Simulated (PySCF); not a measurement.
Zn(Cl)(Me) (CH3ClZn), SMILES [CH3][Zn][Cl]. Geometry optimised at B3LYP-D3(BJ)/def2-TZVP.

Method: B3LYP-D3(BJ)/def2-TZVP in PySCF.

Harmonic wavenumbers (cm⁻¹): 119, 119, 380, 579, 722, 722, 1212, 1458, 1458, 3043, 3124, 3124. Rotational constants (GHz): 159.4, 2.460, 2.460; symmetry number 3.

Problem. Work out the zero-point energy and the ideal-gas rigid-rotor harmonic-oscillator thermochemistry at 298.15 K and 1 atm.

Solution. ZPE = ½ Σ hcν = ½ × 16062 cm⁻¹ = 22.96 kcal/mol. H − E(el) = 26.67 kcal/mol. Entropy in cal/(mol K): translation 40.16, rotation 21.14, vibration 8.37, total 69.67. G − E(el) = 5.90 kcal/mol. Cp = 16.35 cal/(mol K). Modes under 150 cm⁻¹ make the vibrational entropy uncertain.
